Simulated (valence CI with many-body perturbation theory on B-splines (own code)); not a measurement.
**Questions on Tc21+**

Method: configuration interaction combined with many-body perturbation theory (CI+MBPT): four valence electrons over a frozen Dirac-Fock core [Ar], radial functions for each j: 7 s, 7 p, 8 d, 6 f, 4 g, 1 h, with the one-electron correlation potential Σ1, the two-electron term Σ2, the three-electron term Σ3, Breit, model QED; selected CI, second order for the rest, scaled by the run's own slope (own B-spline code, finite nucleus).

No measured levels were compared; by estimate terms of the open shell hold to 2 to 4 % of their energy, and close levels can change places. Only levels of the ground parity were solved; by the run's estimate the other parity begins above the list, which can be wrong where configurations are misplaced.

Names give the largest LS component (configuration and term), which can be under half, so a name can repeat, a term be missing and a line seem to break the LS rules; names also repeat where a configuration has a term twice.

Rates and lifetimes use the calculated energies. Strong lines usually hold to 10 to 20 %, long lifetimes can be off by a factor of two.

**Question.** What is the ground level?

**Answer.** 3d4 5D_0, composition 74 % 3d4 5D + 24 % 3d4 3P.

**Question.** How well does LS coupling describe the low levels?

**Answer.** Among the lowest 20 levels the leading LS term, summed over configurations, holds 69 % on average. For single configurations the figures are 69 % in LS and 64 % in jj coupling. Terms mix most in the J = 2 level at 152230 cm⁻¹, where the leading one holds 31 %.

**Question.** What is the ionisation energy?

**Answer.** 967.69 eV; NIST lists 968 ± 4 eV (theoretical).

**Question.** How is the term 5D of the ground level split?

**Answer.** J = 0 at 0, J = 1 at 12679, J = 2 at 25146, J = 3 at 35938, J = 4 at 44511 cm⁻¹.
